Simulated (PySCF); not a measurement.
CH6Ti, SMILES [CH3][TiH3], multiplicity 1. Atoms are numbered in the order given.

```xyz
8

Ti     0.0000     0.0000     0.5257
C      0.0000     0.0000    -1.5108
H      0.8958    -0.5172    -1.8700
H      0.0000     1.0344    -1.8700
H     -0.8958    -0.5172    -1.8700
H      1.4102     0.8142     1.0368
H     -1.4102     0.8142     1.0368
H      0.0000    -1.6283     1.0368
```
Charge 0, spin multiplicity 1.

Coordinates come from a B3LYP-D3(BJ)/def2-TZVP optimisation. A frequency run showed that this geometry is not a minimum. The multiplicity is an assumed one; no other spin state was optimised. The structure was generated by enumeration; whether it is a known compound was not checked.

Two levels are set side by side: PBE/pcSseg-1 (PySCF) and PBE0/pcSseg-1 (PySCF). GIAO shifts against TMS (¹H), TMS (¹³C) at the same level; non-relativistic, no solvent, atoms listed together averaged. Differences are taken from unrounded values.

| quantity | PBE |
|---|---|
| δ(¹³C) of C2 (ppm) | 109.5 |
| δ(¹H) of H3, H4, H5 (ppm) | 3.64 |
| δ(¹H) of H6, H7, H8 (ppm) | 11.23 |

**Question.** These are the PBE values. What does PBE0 give? (Estimate from the structure and the level; the computed values follow.)

**Answer.** 
| quantity | PBE0 | PBE minus PBE0 |
|---|---|---|
| δ(¹³C) of C2 (ppm) | 112.5 | -3.0 |
| δ(¹H) of H3, H4, H5 (ppm) | 3.42 | 0.22 |
| δ(¹H) of H6, H7, H8 (ppm) | 11.02 | 0.21 |

Rough cost on one machine, each run with all the roots and properties that it gave: PBE0 against PBE within a factor of 2.
